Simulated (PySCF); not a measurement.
Si(CCH)(Cl)2(Me) (C3H4Cl2Si), SMILES C#C[Si](C)(Cl)Cl. Atoms are numbered in the order given.

```xyz
10

C      2.9592     0.3921     0.0000
C      1.7680     0.1466     0.0000
Si    -0.0069    -0.2669     0.0000
C     -0.2994    -2.0939     0.0000
Cl    -0.8650     0.5840     1.6699
Cl    -0.8650     0.5840    -1.6699
H      4.0119     0.6155     0.0000
H      0.1531    -2.5468    -0.8950
H     -1.3783    -2.3080     0.0000
H      0.1531    -2.5468     0.8950
```

Coordinates come from a PBE0-D3(BJ)/def2-SVP optimisation.

Two levels are set side by side: PBE/pcSseg-1 (PySCF) and KT2/pcSseg-1 (PySCF). GIAO shifts against HCl (³⁵Cl), TMS (²⁹Si), TMS (¹H), TMS (¹³C) at the same level; non-relativistic, no solvent, atoms listed together averaged. Without spin–orbit terms, shifts of atoms bonded to Cl or Br come out too high at both levels. Differences are taken from unrounded values.

| quantity | PBE |
|---|---|
| δ(¹³C) of C1 (ppm) | 102.5 |
| δ(¹³C) of C2 (ppm) | 87.9 |
| δ(²⁹Si) of Si3 (ppm) | 9.1 |
| δ(¹³C) of C4 (ppm) | 11.8 |
| δ(³⁵Cl) of Cl5, Cl6 (ppm) | 122.1 |
| δ(¹H) of H7 (ppm) | 2.81 |
| δ(¹H) of H8, H9, H10 (ppm) | 1.00 |

**Question.** These are the PBE values. What does KT2 give? (An estimate is asked for; the answer gives what the named calculation found.)

**Answer.** 
| quantity | KT2 | PBE minus KT2 |
|---|---|---|
| δ(¹³C) of C1 (ppm) | 96.0 | 6.5 |
| δ(¹³C) of C2 (ppm) | 80.7 | 7.2 |
| δ(²⁹Si) of Si3 (ppm) | 6.8 | 2.4 |
| δ(¹³C) of C4 (ppm) | 12.1 | -0.3 |
| δ(³⁵Cl) of Cl5, Cl6 (ppm) | 125.1 | -3.0 |
| δ(¹H) of H7 (ppm) | 3.11 | -0.30 |
| δ(¹H) of H8, H9, H10 (ppm) | 1.02 | -0.02 |

Rough cost on one machine, each run with all the roots and properties that it gave: KT2 against PBE within a factor of 2.
